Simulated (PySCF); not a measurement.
C₆ coefficients of unlike pairs at HSE06

Calculated with PySCF 2.14 from the dipole response of each species, C₆(A,B) = (3/π) ∫ α_A(iu) α_B(iu) du, in atomic units, from isotropic polarisabilities. For ions this is the dispersion term alone; charge-induced terms of lower order in 1/R come first.

```json
{"species": "Al", "configuration": "[Ne] 3s2 3p1 (2P)", "basis": "x2c-QZVPPall with one added diffuse shell each of s, p, d, f type (10s7p5d3f1g)", "relativity": "spin-free X2C", "α (bohr³)": "62.55", "C₆ (like pair)": "554.8"}
{"species": "Cl³⁺", "configuration": "[Ne] 3s2 3p2 (3P)", "basis": "aug-cc-pCVTZ-DK with one added diffuse shell each of s, p, d, f type (9s8p6d4f)", "relativity": "spin-free X2C", "α (bohr³)": "4.330", "C₆ (like pair)": "11.76"}
{"species": "I²⁺", "configuration": "[Kr] 4d10 5s2 5p3 (4S)", "basis": "aug-cc-pwCVTZ-PP with ECP28MDF (8s7p6d4f1g)", "relativity": "core potential", "α (bohr³)": "13.80", "C₆ (like pair)": "96.90"}
```

Problem. Estimate C₆ for I²⁺ with Cl³⁺.

Solution. The integral gives 33.62. The combination rule 2 C_A C_B / (C_A α_B/α_A + C_B α_A/α_B) gives 33.57 and the geometric mean 33.75.

No spin-orbit coupling is included.

The other pairs:

```json
{"pair": "Cl³⁺, Al", "C₆": "64.82"}
{"pair": "I²⁺, Al", "C₆": "195.8"}
```
